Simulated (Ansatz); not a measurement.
Job for Ansatz (a first-principles code): U-revPBE/def2-TZVPPD on OH (SMILES [OH]). The basis file is the Basis Set Exchange's JSON of that set.

Ansatz 0.2 input:
```yaml
crystal:
  periodic: [false, false, false]
  atoms:
    - {symbol: O, position_ang: [0.00000000, 0.00000000, 0.48836012]}
    - {symbol: H, position_ang: [-0.00000000, -0.00000000, -0.48836012]}
basis:
  gaussian:
    orbitals: def2-TZVPPD.json
hamiltonian:
  xc: {name: revPBE}
magnetization: {spin_polarized: true, initial_magnetization: 1}
```

The log:

```
WARN ansatz: RAYON_NUM_THREADS=1 ignored (pool sized by the plan → 1); use --threads N
Functional definition: revPBE
integrals: 0.00 GiB planned
243 factors; their error is unknown
mean field: 0.10 GiB planned
mean field evaluation 1: about -2059.4406 eV, gradient 2.3e1 eV
mean field evaluation 2: about -2055.2390 eV, gradient 4.0e1 eV
mean field evaluation 4: about -2061.1776 eV, gradient 3.4e-1 eV
mean field evaluation 8: about -2061.1743 eV, gradient 2.2e-3 eV
mean field evaluation 16: about -2061.1787 eV, gradient 2.6e-1 eV
mean field -2061.17429233 eV, -75.7467581289 hartree, gradient 6.2e-6 eV, S^2 0.752405; 3 other end points of the search recorded, 0 dependent functions left out
reference -2061.17434358 eV, -75.7467600124 hartree; 5, 4 occupied and 52, 53 virtual orbitals, 243 factors
Total energy: -2061.17434358 eV, -75.7467600124 hartree
```

The calculation finished and met its thresholds.

Cost: around 0.7 core-seconds (rough).
